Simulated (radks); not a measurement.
Species: Lu V. Configuration: [Xe] 4f13. Method: scalar-relativistic Kohn-Sham, r2SCAN, spin-unpolarised, spherical densities, finite nucleus; meta-GGA in the generalised Kohn-Sham scheme; Fermi nuclear charge, rms radius 5.37 fm; computed with a radial shooting solver on a logarithmic mesh with Libxc functionals.

Radial electron density D(r) = 4 pi r^2 rho(r):

```
   r/bohr * D(r) (the largest magnitude, 129, reaches the edge; | marks zero)
  0.00282 |           *
  0.00323 |              *
 0.003701 |                *
  0.00424 |                   *
 0.004897 |                       *
  0.00561 |                          *
 0.006428 |                             *
 0.007364 |                                 *
 0.008505 |                                    *
 0.009744 |                                      *
  0.01116 |                                       *
  0.01279 |                                        *
  0.01477 |                                        *
  0.01692 |                                       *
  0.01939 |                                     *
  0.02221 |                                    *
  0.02565 |                                   *
  0.02939 |                                    *
  0.03367 |                                       *
  0.03858 |                                           *
  0.04455 |                                                *
  0.05104 |                                                    *
  0.05848 |                                                      *
    0.067 |                                                     *
  0.07737 |                                                 *
  0.08864 |                                            *
   0.1016 |                                         *
   0.1164 |                                         *
   0.1344 |                                             *
    0.154 |                                                *
   0.1764 |                                                *
   0.2021 |                                           *
   0.2334 |                                  *
   0.2674 |                           *
   0.3063 |                       *
   0.3509 |                        *
   0.4053 |                           *
   0.4643 |                            *
    0.532 |                         *
   0.6095 |                    *
   0.7039 |              *
   0.8064 |          *
   0.9239 |       *
    1.059 |      *
    1.222 |    *
    1.401 |   *
    1.605 | *
    1.838 |*
    2.123 |*
    2.432 *
    2.787 *
    3.193 *
    3.687 *
    4.224 *
```

D(r) has 4 maxima, at r = 0.0132, 0.0594, 0.165, 0.446 bohr, and minima at 0.0252, 0.107, 0.316 bohr, inside which lie 1.91, 11.05, 29.78 electrons.
